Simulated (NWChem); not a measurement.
System: ScBr2F; SMILES [F][Sc]([Br])[Br]

Computed with NWChem. Pople sets run with spherical d functions. Coordinates come from a PBE0/def2-SVP optimisation. Not confirmed as a minimum by frequencies. Ions are spin-unrestricted doublets at the neutral geometry; other ion states weren't tried.

| level | −ε(HOMO) (eV) |
|---|---|
| B3LYP/6-31G* | 8.30 |
| Hartree-Fock/6-31G* | 11.54 |
| LDA (Slater exchange, VWN5)/6-31G* | ___ |

Some entries are withheld; supply them.


- LDA (Slater exchange, VWN5)/6-31G*, −ε(HOMO) (eV): 7.46
